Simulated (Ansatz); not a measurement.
A run for Ansatz (a first-principles code): U-CCSD(T)/cc-pV(T+d)Z on BClFH (SMILES FBCl), a point of a bond scan (R = 3.551 Å). Files ending in .json are basis or fitting sets from the Basis Set Exchange.

Ansatz 0.2 input:
```yaml
crystal:
  periodic: [false, false, false]
  atoms:
    - {symbol: B, position_ang: [-0.07933766, -0.65470035, 0.43067308]}
    - {symbol: H, position_ang: [-0.79951848, -1.57852358, 0.61104942]}
    - {symbol: F, position_ang: [2.92274647, -0.33023279, 2.29881107]}
    - {symbol: Cl, position_ang: [-0.47627655, 0.56839823, -0.75691760]}
basis:
  gaussian:
    orbitals: cc-pV_T+d_Z.json
correlation: {method: ccsd_t, electrons: outside_noble_gas}
scf: {omitted_lower_state_checks: [cluster_reference]}
magnetization: {spin_polarized: true, initial_magnetization: 0}
```

It printed:

```
WARN ansatz: RAYON_NUM_THREADS=1 ignored (pool sized by the plan → 1); use --threads N
Functional definition: HF
these checks for a lower state are left out or cut short: cluster_reference
integrals: 0.24 GiB planned
678 factors; integrals over basis functions are off by at most 1.3e-3 eV
mean field: 0.27 GiB planned
mean field evaluation 1: about -15887.7326 eV, gradient 3.2e1 eV
mean field evaluation 2: about -15887.7330 eV, gradient 3.2e1 eV
mean field evaluation 4: about -15890.5594 eV, gradient 1.9e1 eV
mean field evaluation 8: about -15892.2923 eV, gradient 7.6e-1 eV
mean field evaluation 16: about -15892.3194 eV, gradient 1.7e-2 eV
mean field evaluation 32: about -15893.1797 eV, gradient 2.1e1 eV
mean field evaluation 64: about -15895.9292 eV, gradient 5.6e-1 eV
mean field evaluation 96: about -15895.8977 eV, gradient 1.0e-6 eV
mean field evaluation 128: about -15895.7815 eV, gradient 8.1e0 eV
mean field evaluation 160: about -15895.8978 eV, gradient 6.4e-3 eV
mean field evaluation 192: about -15890.6422 eV, gradient 4.8e0 eV
mean field evaluation 224: about -15742.2379 eV, gradient 1.2e2 eV
mean field -15895.93716687 eV, -584.1649162292 hartree, gradient 2.2e-6 eV, S^2 1.002325; 15 other end points of the search recorded, 0 dependent functions left out
7 core orbitals not correlated
reference -15895.93716687 eV, -584.1649162292 hartree; 9, 9 occupied and 97, 97 virtual orbitals, 678 factors
second order -12.64333853 eV of doubles, -0.00000000 eV of singles
coupled cluster: 0.66 GiB planned
cycle   1  -13.36926947 eV  change   -7.3e-1 eV  update   6.9e-2
cycle   2  -13.65285036 eV  change   -2.8e-1 eV  update   2.3e-2
cycle   3  -13.71271379 eV  change   -6.0e-2 eV  update   1.6e-2
cycle   4  -13.70806059 eV  change    4.7e-3 eV  update   8.1e-3
cycle   5  -13.70824166 eV  change   -1.8e-4 eV  update   5.4e-3
cycle   6  -13.71220148 eV  change   -4.0e-3 eV  update   3.5e-3
cycle   7  -13.71347810 eV  change   -1.3e-3 eV  update   2.4e-3
cycle   8  -13.71409207 eV  change   -6.1e-4 eV  update   1.2e-3
cycle   9  -13.71425241 eV  change   -1.6e-4 eV  update   5.7e-4
cycle  10  -13.71429650 eV  change   -4.4e-5 eV  update   4.3e-4
cycle  11  -13.71440695 eV  change   -1.1e-4 eV  update   3.4e-4
cycle  12  -13.71458478 eV  change   -1.8e-4 eV  update   2.5e-4
cycle  13  -13.71462166 eV  change   -3.7e-5 eV  update   1.6e-4
cycle  14  -13.71459027 eV  change    3.1e-5 eV  update   6.9e-5
cycle  15  -13.71453403 eV  change    5.6e-5 eV  update   3.8e-5
cycle  16  -13.71453317 eV  change    8.6e-7 eV  update   2.7e-5
cycle  17  -13.71453609 eV  change   -2.9e-6 eV  update   2.4e-5
cycle  18  -13.71454124 eV  change   -5.1e-6 eV  update   2.4e-5
cycle  19  -13.71454391 eV  change   -2.7e-6 eV  update   2.3e-5
cycle  20  -13.71454130 eV  change    2.6e-6 eV  update   2.3e-5
cycle  21  -13.71453825 eV  change    3.1e-6 eV  update   2.3e-5
cycle  22  -13.71453620 eV  change    2.1e-6 eV  update   2.2e-5
coupled cluster: 0.66 GiB planned
perturbative correction -0.43825120 eV, -0.0161054347 hartree
Total energy: -15910.08995427 eV, -584.6850215730 hartree
Checks for a lower state left out: cluster_reference
```

Self-consistency was reached. Its determinant has ⟨S²⟩ = 1.00, a mixture of spin states.

Cost: about 27 core-seconds (a rough figure).
